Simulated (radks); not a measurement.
All-electron atom: Sc+ in [Ar] 3d2 (not the ground configuration). Calculated with a radial shooting solver on a logarithmic mesh with Libxc functionals: scalar-relativistic Kohn-Sham, PBE, spin-unpolarised, spherical densities, point nucleus.

Normalised radial functions P(r) = r R(r), r in bohr:

```
   r/bohr * 3p (the largest magnitude, 0.983, reaches the edge; | marks zero)
 0.004521                             *
 0.005886                             *
 0.007604                             *
 0.009822                             *
  0.01269                             *
  0.01639                             |*
  0.02117                             |*
  0.02757                             | *
  0.03561                             | *
    0.046                             |   *
  0.05942                             |    *
  0.07676                             |      *
  0.09915                             |         *
   0.1281                             |           *
   0.1668                             |            *
   0.2154                             |            *
   0.2783                             |         *
   0.3595                             |  *
   0.4643                      *      |
   0.5998            *                |
    0.781    *                        |
    1.009  *                          |
    1.303      *                      |
    1.684             *               |
    2.175                    *        |
    2.809                         *   |
    3.658                            *|
    4.725                             *
    6.104                             *
    7.884                             *
```

3p: eigenvalue -36.664 eV, 1 radial node at r = 0.393 bohr, <r> = 1.19 bohr, 90 % of the charge inside 1.84 bohr.
